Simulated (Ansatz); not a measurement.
Relaxation of a periodic cell of 26 atoms, H17O8F (contents 8 H2O + 1 HF, density as packed 0.99 g/cm³ with natural masses), to a largest force component of 0.3 eV/Å in at most 15 steps.

The calculation used DFT PBE, scalar-relativistic, plane waves, PAW in Ansatz. Settings: accuracy low, cutoff 420 eV, k mesh 1x1x1, fermi-dirac smearing 0.05 eV, no spin polarisation.

```xyz
26
Lattice="6.4951 0.0000 0.0000 0.0000 6.4951 0.0000 0.0000 0.0000 6.4951" Properties=species:S:1:pos:R:3
O 6.040 6.091 3.353
H 5.691 6.872 2.900
H 6.016 5.397 2.678
O 1.080 1.816 1.529
H 1.707 2.431 1.122
H 0.217 2.110 1.200
O 5.332 0.502 5.824
H 4.862 -0.017 6.493
H 6.127 -0.018 5.639
O 1.781 4.864 4.487
H 1.189 4.330 3.937
H 1.867 4.352 5.305
O 4.236 3.099 3.122
H 3.713 2.296 2.978
H 3.581 3.761 3.386
O 1.341 5.406 1.085
H 0.859 6.246 1.061
H 0.670 4.744 0.862
O 1.489 1.621 5.451
H 1.849 2.249 4.808
H 1.812 0.761 5.144
O 4.578 4.780 5.148
H 4.892 4.628 4.245
H 3.707 4.356 5.168
F 3.930 5.218 1.639
H 4.228 4.533 1.079
```

Problem. Where does it end, and by what steps?

Solution. It did not converge within its limit. Limits of this set-up: coarse k mesh, low accuracy level. After 14 steps the energy has fallen by 4.310 eV; H9 moved furthest, 1.42 Å.

```
step  energy less start (eV)  largest force component (eV/Å)  accepted
   0                  0.0000                           1.315       yes
   1                 -0.8913                           1.006       yes
   2                 -1.5760                           2.422       yes
   3                 -2.1168                           2.141       yes
   4                 -2.5781                           1.805       yes
   5                 -2.9000                           1.601       yes
   6                 -3.1392                           0.885       yes
   7                 -3.3737                           0.670       yes
   8                 -3.5455                           1.100       yes
   9                 -3.7536                           0.769       yes
  10                 -3.9150                           0.886       yes
  11                 -4.0606                           0.735       yes
  12                 -4.1536                           1.363       yes
  13                 -4.2581                           0.718       yes
  14                 -4.3096                           0.961       yes
```

```xyz
26
Lattice="6.4951 0.0000 0.0000 0.0000 6.4951 0.0000 0.0000 0.0000 6.4951" Properties=species:S:1:pos:R:3
O 5.971 5.686 3.493
H 6.030 6.659 3.476
H 5.412 5.480 2.707
O 0.954 2.853 1.699
H 1.572 2.454 1.055
H 0.128 2.351 1.500
O 5.913 0.944 6.832
H 4.994 0.928 6.516
H 6.483 1.279 6.092
O 1.965 4.109 4.423
H 1.415 4.311 3.642
H 1.496 4.570 5.194
O 3.997 1.840 3.138
H 3.481 1.262 2.524
H 3.474 2.678 3.102
O 1.044 5.161 0.145
H 0.368 5.857 0.300
H 0.870 4.432 0.787
O 1.621 1.659 5.481
H 1.763 2.499 4.963
H 2.203 1.000 5.072
O 4.442 4.610 5.578
H 5.067 5.041 4.943
H 3.600 4.485 5.081
F 4.214 5.273 1.436
H 4.316 5.008 0.463
```

Time of the run: 28 s on 1 thread of Arm Neoverse V1, on a shared host, peak memory 0.34 GiB.
